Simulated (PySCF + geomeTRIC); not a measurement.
A geometry relaxed with PBE0-D4/def2-TZVP (PySCF + geomeTRIC), charge 0, multiplicity 2:

```xyz
8

C     -0.8685    -0.1414     0.0650
H      0.4377     1.6373    -0.0454
H     -0.7609    -1.2264     0.0631
H     -1.3812     0.1548     0.9848
C      0.4634     0.5465    -0.0386
H     -1.5128     0.1450    -0.7713
C      1.6197    -0.0534    -0.1190
H      2.0012    -1.0642    -0.1392
```

Q: Write the SMILES of this molecule.

A: `[H]/[C]=C\C`
